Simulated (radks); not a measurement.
Polarisabilities and homonuclear dispersion coefficients (atomic units). Method: scalar-relativistic Kohn-Sham, LDA (Slater exchange, VWN5 correlation), spin-unpolarised, spherical densities, finite nucleus; Fermi nuclear charge, rms radius of each element as measured or else 0.836 A^(1/3) + 0.57 fm; computed with a radial shooting solver on a logarithmic mesh with Libxc functionals. Response by self-consistent Sternheimer equations with the Hartree and adiabatic LDA kernel, the relativistic mass of each level held fixed and spin-orbit coupling left out. For heavy and open-shell atoms this level of theory can miss by tens of per cent. "Uncoupled" leaves out the induced potential. Quadrupole and octupole values are given only where no p, d or f shell is open.

species  configuration  alpha1 (bohr^3)  alpha1, uncoupled  alpha2 (bohr^5)  alpha3 (bohr^7)      C6      C8  recommended alpha1
Ni        [Ar] 3d8 4s2            43.59              78.92                -                -   341.0       -            49 +/- 3
Cu+          [Ar] 3d10            8.163              11.17            72.60            316.9   27.92   602.6                   -
Zn2+         [Ar] 3d10            2.998              3.830            10.30            37.33   8.113   99.80                   -
Ga3+         [Ar] 3d10            1.491              1.838            3.168            8.614   3.349   28.56                   -
Ge4+         [Ar] 3d10           0.8721              1.053            1.328            2.802   1.672   10.88                   -
As5+         [Ar] 3d10           0.5641             0.6711           0.6639            1.124  0.9398   4.932                   -
Se6+         [Ar] 3d10           0.3903             0.4594           0.3718           0.5190  0.5727   2.509                   -
Br7+         [Ar] 3d10           0.2833             0.3307           0.2254           0.2651  0.3699   1.385                   -
Kr8+         [Ar] 3d10           0.2132             0.2471           0.1449           0.1461  0.2497  0.8131                   -

Recommended values: Schwerdtfeger and Nagle, table of static dipole polarisabilities (2023 update), measured or computed.

Beside tabulated values, note that spin-unpolarised runs miss the spin-polarisation part of the exchange energy of open shells.
